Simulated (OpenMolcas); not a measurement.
## Mo3+: moving the ligands

Mo3+ with 6 ligands (fluoride) in octahedral coordination (Oh) at 2 Å. A charge of +0.5 e stands 2.4 Å behind each ligand. Ligand basis ANO-RCC-VDZP.

```json
{
 "Program": "OpenMolcas 26.06",
 "Method": "CASSCF",
 "Basis": "ANO-RCC-VDZP [6s5p3d1f]",
 "Scalar Hamiltonian": "DKH2, point nucleus",
 "Active space": "3 electrons in 5 orbitals (4d)",
 "State averaging": "2S+1 = 4 even, 10 roots; 2S+1 = 2 even, 40 roots",
 "Spin-orbit coupling": "state interaction with AMFI integrals over the reference wave functions"
}
```

Runs around this geometry, states (labels of O, the rotations of Oh). Energies in cm-1 above the lowest state or level, χT in cm3 K/mol; 10Dq and B are least-squares fits to the states below 45000 cm-1, weighted by degeneracy, with a free offset, and given where the rms deviation is under 5 % of |10Dq| (or 100 cm-1) and under 700 cm-1.

| R (Å) | Ground state | First state of that spin | 10Dq | B (rms of fit) | First gap with spin-orbit (degeneracies) | χT at 300 K | First state of another spin |
| --- | --- | --- | --- | --- | --- | --- | --- |
| 1.89 | 4A2 | 4T2 33876 | 33875 | 707 (48) | 14593 (4, 4) | 1.801 | 2E 14628 |
| 2 | 4A2 | 4T2 25959 | 25719 | 737 (92) | 14561 (4, 4) | 1.772 | 2E 14626 |
| 2.07 | 4A2 | 4T2 21894 | 21668 | 727 (92) | 14513 (4, 4) | 1.749 | 2E 14616 |

Taking |10Dq| as R^-n, n = -ln(21668 / 33875) / ln(2.07 / 1.89) = 4.9 between the shortest and longest distance. The point-charge formula for a cubic d site gives n = 5.

Without dynamic correlation the repulsion within the d shell is too large (B by tens of per cent), so at a given field states of lower spin stand too high. With metal d orbitals alone the field can be off either way by tens of per cent. Ligand-to-metal charge-transfer states are missing. With no ligand orbital active B as a rule stays too high, so bands that hang on it stand too high and its fall with covalency is understated. The least metal-like active orbital is 79 % on the metal (Löwdin) and no ligand orbital is active, so the numbers are rough (holds for R = 1.89). The least metal-like active orbital is 83 % on the metal (Löwdin) and no ligand orbital is active, so the numbers are rough (holds for R = 2). The least metal-like active orbital is 85 % on the metal (Löwdin) and no ligand orbital is active, so the numbers are rough (holds for R = 2.07). No measured value stands beside these numbers; the geometry is a model, was not optimised and need not be the one that this ion takes.
